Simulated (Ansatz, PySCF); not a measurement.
Energy difference 1.5 R1 → P1, each structure at its B3LYP-D3(BJ)/def2-TZVP stationary point, reached from a drawn start (curvature not checked).
P1: O3 (SMILES O=[O+][O-]), charge 0, multiplicity 1.
R1: O2 (SMILES O=O), charge 0, multiplicity 3.

P less R. No zero-point or thermal terms; singlets are restricted closed shells; open shells are unrestricted; no spin–orbit coupling.

Frozen-core correlation throughout. CBS(a, b) extrapolates the correlation energy as X⁻³ and adds the Hartree–Fock energy of set b.

Programs: Ansatz (Gaussian basis) for Hartree–Fock, density functionals and correlated methods; PySCF for the D3/D4 terms. Each number belongs to the level named beside it.

Problem. Predict the reaction energy from CCSD(T)/CBS(cc-pVTZ, cc-pVQZ).

Solution. 35.8 kcal/mol

Problem. Predict the reaction energy from BLYP-D3(BJ)/def2-TZVPP.

Solution. 33.9 kcal/mol

Problem. What is the computed reaction energy (CCSD(T)/cc-pVDZ)?

Solution. 44.3 kcal/mol

Doubts at one or more of the structures used: other coupled-cluster roots may lie near (CCSD(T)/cc-pVDZ, CCSD(T)/CBS(cc-pVTZ, cc-pVQZ)).

Ansatz is a quantum-chemistry and plane-wave program.
